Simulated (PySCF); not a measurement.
Level of theory: PBE-D3(BJ)/def2-TZVP // PBE0-D4/def2-TZVP in PySCF 2.14.0. All species are isolated molecules in the gas phase. Excitations are Tamm–Dancoff values on a coarser integration grid. The basis has no diffuse functions, so Rydberg states are missing or too high.

Reference species (SMILES): `[F][In]([F])[F]` (neutral, multiplicity 1).

```yaml
HOMO: -9.18 eV
LUMO: -4.36 eV
T1 excitation (TDA): 4.58 eV
S1 oscillator strength: 0.000
```

Changed species: `[F][In]([Cl])[Cl]` (2 of 3 F replaced by Cl; the reference has 0 of 3 F replaced by Cl).

What does the change do to the HOMO, LUMO, T1 excitation (TDA) and S1 oscillator strength?

the HOMO goes up by 0.98 eV, to -8.20 eV; the LUMO goes up by 0.46 eV, to -3.90 eV; the T1 excitation (TDA) falls by 0.44 eV, to 4.14 eV; the S1 oscillator strength is nearly the same.
